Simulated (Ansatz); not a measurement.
Consider the ligand exchange at a W–Cl bond: `[O]=[W]([F])([F])([F])[Cl]` + H–F → `[O]=[W]([F])([F])([F])[F]` + HCl.

Calculated with Ansatz (gas phase, PBE0-D4/def2-TZVP geometries, no zero-point term in ΔE). CCSD(T)/CBS is the MP2 limit (def2-TZVPP, def2-QZVPP) plus CCSD(T) − MP2 in def2-TZVPP, frozen cores. This one scheme is used for every species. Functionals use def2-TZVPP. Elements past krypton have def2 core potentials. For W outer-core shells are correlated without core-valence functions, which leaves a few kJ/mol of doubt a bond.

`[O]=[W]([F])([F])([F])[Cl]`:

```xyz
6

O     0.759    1.077   -1.122
W     0.063    0.051   -0.003
F     0.982   -1.534   -0.264
F    -1.142    1.149    0.873
F     1.048    0.169    1.561
Cl   -1.710   -0.911   -1.045
```

H–F:

```xyz
2

F     0.089   -0.370    0.258
H    -0.089    0.370   -0.258
```

`[O]=[W]([F])([F])([F])[F]`:

Z-matrix (Å, degrees):
```
W
F 1 1.848
F 1 1.848 2 86.1
F 1 1.848 2 86.1 3 151.0
O 1 1.670 2 105.2 3 -104.5
F 1 1.848 2 149.6 3 75.5
```

HCl:

Cartesian coordinates in Å:
```
Cl -0.255 -0.223 -0.542
H 0.255 0.223 0.542
```

| level | ΔE (kJ/mol) |
| --- | --- |
| r2SCAN-D4 | -26.4 |
| BHLYP-D4 | -24.1 |
| CCSD/def2-SVP | -40.9 |
| HF/def2-TZVPP | -36.3 |

Task: What does CCSD(T)/CBS give? (An estimate is asked.)

Result: Ansatz gave: -16.3 kJ/mol. The listed levels differ from it by -10.1, -7.8, -24.6, -20.0 kJ/mol.

Largest T1 diagnostic among the species: 0.021, so the coupled-cluster value is less sure than usual.

Leaving LDA and LC-ωPBE aside and taking each functional with its dispersion term where it has one, the values, not all of them listed here, spread over 17.5 kJ/mol, from CAM-B3LYP-D4 to PBE-QIDH. The D4 term adds +5.8 kJ/mol with B3LYP and +3.1 kJ/mol with PBE0; it sums over pairs of atoms, weighted by their polarisabilities, and B3LYP, whose exchange is more repulsive, gets the larger term.

B3LYP here is the variant with VWN-RPA as its local correlation; programs differ in this.
